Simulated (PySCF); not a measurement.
**Mn⁺ (manganese, charge +1) across methods**

[Ar] 3d5 4s1, high-spin 7S determinant. Calculation: PySCF 2.14, in dyall-av2z; no relativity, point nucleus. The B2PLYP total includes its PT2 part (frozen core); its orbital energies are those of the SCF part.

| method | E (hartree) | mean ε 3p β (eV) | mean ε 3d α (eV) | mean ε 4s α (eV) | Σ⟨r²⟩ (bohr²) | ⟨S²⟩ |
| --- | --- | --- | --- | --- | --- | --- |
| UHF | -1149.63525 | -68.581 | -25.404 | -14.806 | 25.96 | 12.000 |
| B2PLYP | -1150.453 | -64.307 | -21.195 | -13.698 | 25.85 | 12.000 |
| PBE | -1150.476 | -58.846 | -16.638 | -12.480 | 25.97 | 12.000 |
| r2SCAN | -1150.707 | -59.497 | -17.066 | -12.732 | 25.74 | 12.000 |
| wB97M-V | -1150.649 | -64.348 | -21.360 | -15.041 | 26.04 | 12.000 |
| TPSS | -1150.747 | -59.159 | -16.613 | -12.405 | 25.94 | 12.000 |
| wB97X-V | -1150.570 | -64.302 | -21.239 | -14.997 | 25.97 | 12.000 |
| PBE0 | -1150.516 | -61.640 | -18.951 | -13.144 | 25.84 | 12.000 |
| LDA | -1148.353 | -58.998 | -16.853 | -12.732 | 25.88 | 12.000 |
